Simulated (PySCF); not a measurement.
Molecule: CH$_{3}$AlF$_{2}$O, charge 0, multiplicity 1. SMILES: C[O][Al]([F])[F]
Structure (B3LYP-D3(BJ)/def2-TZVP (Ansatz) minimum search):
```
O
C 1 1.4123
H 2 1.0922 1 109.47
H 2 1.0922 3 108.41 1 -119.35
H 2 1.0937 3 108.60 4 -117.82
Al 1 1.6644 2 136.93 3 120.65
F 6 1.6395 1 119.68 2 180.00
F 6 1.6442 7 118.20 1 180.00
```

Dispersion corrections to the total energy (kcal/mol) from the dftd3 and dftd4 libraries through PySCF: D3(BJ) without and D4 with the three-body term, each with the damping fitted for the functional named.

| functional | D3(BJ) | D4 |
|---|---|---|
| BP86 | -4.21 | -3.91 |
| PBE | … | -2.92 |
| B2PLYP | -2.16 | -2.03 |
| LC-wPBE | -2.47 | -3.25 |
| BHLYP | -3.65 | -3.58 |
| BLYP | -5.54 | … |
| B2GP-PLYP | -1.88 | … |

**Question.** Fill in the missing entries.

**Answer.** 
- PBE, D3(BJ): -2.55
- BLYP, D4: -6.45
- B2GP-PLYP, D4: -1.23
